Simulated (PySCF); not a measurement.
A PySCF script (with the pyscf-properties extension) for the NMR shieldings of C5H13BN2S, on a GFN2-xTB geometry:

```python
import basis_set_exchange as bse
import numpy as np
from pyscf import gto, dft
from pyscf.prop import nmr

atoms = """
C     3.160506    0.336721   -0.749232
N     2.413373    0.282271    0.486052
B     1.691586    1.293506    1.074392
S    -0.621895   -1.768084   -0.179739
C    -0.435704   -0.587630   -1.543086
C    -1.464797   -0.728252    1.057580
C    -2.972948   -0.595739    0.820295
C    -3.289352    0.354108   -0.215024
N    -3.536690    1.117409   -1.029589
H     3.013122    1.307604   -1.217954
H     2.830162   -0.444956   -1.438976
H     4.229856    0.198148   -0.563641
H     2.483602   -0.625311    0.924844
H     1.158360    1.083743    2.098400
H     1.612339    2.332503    0.536090
H     0.113723    0.279197   -1.186546
H     0.125969   -1.100038   -2.317527
H    -1.411335   -0.300452   -1.922126
H    -0.968667    0.242228    1.071170
H    -1.291983   -1.233144    2.007476
H    -3.457721   -0.257172    1.741797
H    -3.391915   -1.568058    0.544496
"""
names = dict.fromkeys(["C", "N", "B", "S", "H"], "pcSseg-1")
basis = {el: gto.basis.parse(bse.get_basis(n, elements=[el], fmt="nwchem")) for el, n in names.items()}
mol = gto.M(atom=atoms, basis=basis, charge=0, verbose=0)
mf = dft.RKS(mol, xc="PBE0")
mf.grids.level = 2
mf.grids.alignment = dft.numint.BLKSIZE   # the property module wants whole blocks of grid points
mf.conv_tol = 1e-9
mf.kernel()

calc = nmr.RKS(mf)   # GIAO
C = mf.mo_coeff
Co = C[:, mf.mo_occ > 0]
resp = mf.gen_response(singlet=True, hermi=2)
def vind(x):   # induced exchange potential for any number of trial vectors
    d = np.einsum("pi,xij,qj->xpq", C, 2 * x.reshape(-1, C.shape[1], Co.shape[1]), Co, optimize=True)
    return np.einsum("xpq,pi,qj->xij", resp(d - d.transpose(0, 2, 1)), C, Co, optimize=True).ravel()
mo1, _ = nmr.rhf.solve_mo1(calc, with_cphf=vind)
sigma = calc.kernel(mo1)
for i, s in enumerate(sigma):   # ppm
    w = np.linalg.eigvalsh((s + s.T) / 2)
    print("%2d %-2s iso %8.1f  s11 %8.1f  s22 %8.1f  s33 %8.1f" % (i, mol.atom_pure_symbol(i), w.mean(), *w))
```

**Question.** Give the expected output.

**Answer.** 
```
 0 C  iso    146.6  s11    127.1  s22    128.0  s33    184.7
 1 N  iso    125.4  s11     -0.8  s22    155.0  s33    222.0
 2 B  iso     65.5  s11     28.7  s22     47.8  s33    119.8
 3 S  iso    514.6  s11    379.0  s22    430.1  s33    734.8
 4 C  iso    165.1  s11    147.1  s22    163.9  s33    184.4
 5 C  iso    149.4  s11    138.2  s22    149.1  s33    161.0
 6 C  iso    164.4  s11    148.1  s22    164.0  s33    181.0
 7 C  iso     60.5  s11    -59.7  s22    -49.6  s33    290.7
 8 N  iso    -36.2  s11   -205.4  s22   -194.2  s33    291.0
 9 H  iso     28.5  s11     26.0  s22     27.1  s33     32.4
10 H  iso     28.6  s11     23.8  s22     28.8  s33     33.2
11 H  iso     28.4  s11     23.9  s22     26.3  s33     35.2
12 H  iso     26.6  s11     22.9  s22     26.4  s33     30.6
13 H  iso     27.1  s11     23.9  s22     27.5  s33     30.0
14 H  iso     26.9  s11     23.9  s22     27.8  s33     29.0
15 H  iso     29.5  s11     24.7  s22     27.8  s33     35.9
16 H  iso     29.9  s11     25.9  s22     26.5  s33     37.4
17 H  iso     28.2  s11     21.6  s22     27.9  s33     35.1
18 H  iso     29.2  s11     23.3  s22     29.7  s33     34.5
19 H  iso     29.3  s11     23.2  s22     28.7  s33     36.1
20 H  iso     29.0  s11     23.8  s22     27.1  s33     36.1
21 H  iso     29.2  s11     25.6  s22     27.7  s33     34.3
```

These numbers come from an equivalent density-fitted implementation of the same equations, which agrees with the script to about 0.01 ppm for H and up to a few tenths of a ppm for heavy atoms, so last digits may differ.

Size and cost of the density-fitted run: 225 basis functions, 110 s wall time on 1 thread of an Arm Neoverse N1, shared host; peak memory 1 GiB.
